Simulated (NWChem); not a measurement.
All runs are NWChem calculations. System: Br, charge 0, spin multiplicity 2. Its SCF solution wasn't tested for a lower state. Level: UPBE0/x2c-SVPall-2c, scalar ZORA.

Part of the output:

```
             Northwest Computational Chemistry Package (NWChem) 7.3.0
             --------------------------------------------------------

                                NWChem Input Module
                                -------------------

 Scaling coordinates for geometry "geometry" by  1.889725989
 (inverse scale =  0.529177249)

                             Geometry "geometry" -> ""
                             -------------------------

 Output coordinates in angstroms (scale by  1.889725989 to convert to a.u.)

  No.       Tag          Charge          X              Y              Z
 ---- ---------------- ---------- -------------- -------------- --------------
    1 Br                  35.0000     0.00000000     0.00000000     0.00000000

 Effective nuclear repulsion energy (a.u.)       0.0000000000

            Nuclear Dipole moment (a.u.)
            ----------------------------
        X                 Y               Z
 ---------------- ---------------- ----------------
     0.0000000000     0.0000000000     0.0000000000


 Summary of "ao basis" -> "" (spherical)
 ------------------------------------------------------------------------------
       Tag                 Description            Shells   Functions and Types
 ---------------- ------------------------------  ------  ---------------------
 *                       x2c-svpall-2c                on all atoms

                                 NWChem DFT Module
                                 -----------------

 Summary of "ao basis" -> "ao basis" (spherical)
 ------------------------------------------------------------------------------
       Tag                 Description            Shells   Functions and Types
 ---------------- ------------------------------  ------  ---------------------
 Br                      x2c-svpall-2c              14       38   5s6p3d

 Summary of "ao basis" -> "ao basis" (spherical)
 ------------------------------------------------------------------------------
       Tag                 Description            Shells   Functions and Types
 ---------------- ------------------------------  ------  ---------------------
 Br                      x2c-svpall-2c              14       38   5s6p3d

            General Information
            -------------------
          SCF calculation type: DFT
          Wavefunction type:  spin polarized.
          No. of atoms     :     1
          No. of electrons :    35
           Alpha electrons :    18
[...]
   Bfn.  Coefficient  Atom+Function         Bfn.  Coefficient  Atom+Function
  ----- ------------  ---------------      ----- ------------  ---------------
    37      0.901367  1 Br d  1              35     -0.447039  1 Br d -1
    27     -0.219145  1 Br d  1              25      0.108687  1 Br d -1
    32     -0.025100  1 Br d  1

                     DFT Final Beta Molecular Orbital Analysis
                     -----------------------------------------

 Vector   15  Occ=1.000000D+00  E=-7.784331D-01
              MO Center= -2.1D-13,  2.0D-13, -1.7D-14, r^2= 9.2D-01
   Bfn.  Coefficient  Atom+Function         Bfn.  Coefficient  Atom+Function
  ----- ------------  ---------------      ----- ------------  ---------------
     4      0.869243  1 Br s                  3     -0.648335  1 Br s
     5      0.330896  1 Br s                  2      0.136915  1 Br s
     1     -0.049874  1 Br s

 Vector   16  Occ=1.000000D+00  E=-3.128225D-01
              MO Center=  2.6D-14, -4.4D-13, -2.4D-14, r^2= 1.4D+00
   Bfn.  Coefficient  Atom+Function         Bfn.  Coefficient  Atom+Function
  ----- ------------  ---------------      ----- ------------  ---------------
    18      0.471174  1 Br px                15      0.413394  1 Br px
    19     -0.396595  1 Br py                16     -0.347961  1 Br py
     9     -0.270324  1 Br px                10      0.227536  1 Br py
     6      0.114619  1 Br px                 7     -0.096477  1 Br py

 Vector   17  Occ=1.000000D+00  E=-3.128225D-01
              MO Center= -6.5D-14,  5.8D-14, -7.1D-15, r^2= 1.4D+00
   Bfn.  Coefficient  Atom+Function         Bfn.  Coefficient  Atom+Function
  ----- ------------  ---------------      ----- ------------  ---------------
    19      0.471174  1 Br py                16      0.413394  1 Br py
    18      0.396595  1 Br px                15      0.347961  1 Br px
    10     -0.270324  1 Br py                 9     -0.227537  1 Br px
     7      0.114619  1 Br py                 6      0.096477  1 Br px

 Vector   18  Occ=0.000000D+00  E=-2.136260D-01
              MO Center= -8.1D-14,  7.1D-14,  4.2D-15, r^2= 1.5D+00
   Bfn.  Coefficient  Atom+Function         Bfn.  Coefficient  Atom+Function
  ----- ------------  ---------------      ----- ------------  ---------------
    20      0.639158  1 Br pz                17      0.513158  1 Br pz
    11     -0.344036  1 Br pz                 8      0.147368  1 Br pz
    14      0.030550  1 Br pz

 Vector   19  Occ=0.000000D+00  E= 3.302900D-01
              MO Center= -3.3D-13,  3.1D-13, -3.6D-14, r^2= 2.6D+00
   Bfn.  Coefficient  Atom+Function         Bfn.  Coefficient  Atom+Function
  ----- ------------  ---------------      ----- ------------  ---------------
     4      2.097928  1 Br s                  5     -1.947935  1 Br s
     3     -0.618188  1 Br s                  2      0.104388  1 Br s
     1     -0.042951  1 Br s

 Vector   20  Occ=0.000000D+00  E= 5.400771D-01
              MO Center= -4.0D-14, -1.2D-12,  1.2D-15, r^2= 1.3D+00
   Bfn.  Coefficient  Atom+Function         Bfn.  Coefficient  Atom+Function
  ----- ------------  ---------------      ----- ------------  ---------------
    38      0.728275  1 Br d  2              34      0.694564  1 Br d -2
    28     -0.175563  1 Br d  2              24     -0.167436  1 Br d -2

   alpha - beta orbital overlaps
   -----------------------------

   alpha      1      2      3      4      5      6      7      8      9     10
    beta      1      2      3      4      5      6      7      8      9     10
 overlap   1.000  1.000  1.000  0.999  0.999  1.000  1.000  0.997  0.997  1.000

   alpha     11     12     13     14     15     16     17     18     19     20
    beta     11     12     14     13     15     18     16     17     19     24
 overlap   1.000  1.000  0.939  0.939  0.999  0.999  0.995  0.995  1.000  0.999

   alpha     21     22     23     24     25     26     27     28     29     30
    beta     22     23     21     20     27     25     26     28     29     30
 overlap   1.000  1.000  0.807  0.807  0.999  0.998  0.998  1.000  1.000  1.000

   alpha     31     32     33     34     35     36     37     38
    beta     31     32     33     34     35     36     37     38
 overlap   0.906  0.906  1.000  0.905  0.905  1.000  0.787  0.787

     --------------------------
     Expectation value of S2:
     --------------------------
      <S2> =      0.7519 (Exact =     0.7500)

 Task  times  cpu:        2.2s     wall:        2.2s

 Total times  cpu:        2.2s     wall:        2.2s
```

Write an NWChem input that would produce this output.

This is not unique; one that fits is 
```
start mol
memory heap 200 mb stack 900 mb global 1100 mb
geometry units angstroms nocenter noautoz noautosym
  Br     0.000000     0.000000     0.000000
end
basis spherical
  * library x2c-svpall-2c
end
relativistic
  zora on
end
dft
  xc pbe0
  odft
  mult 2
  semidirect memsize 60000000 filesize 0
  iterations 100
  grid fine
end
task dft energy
```
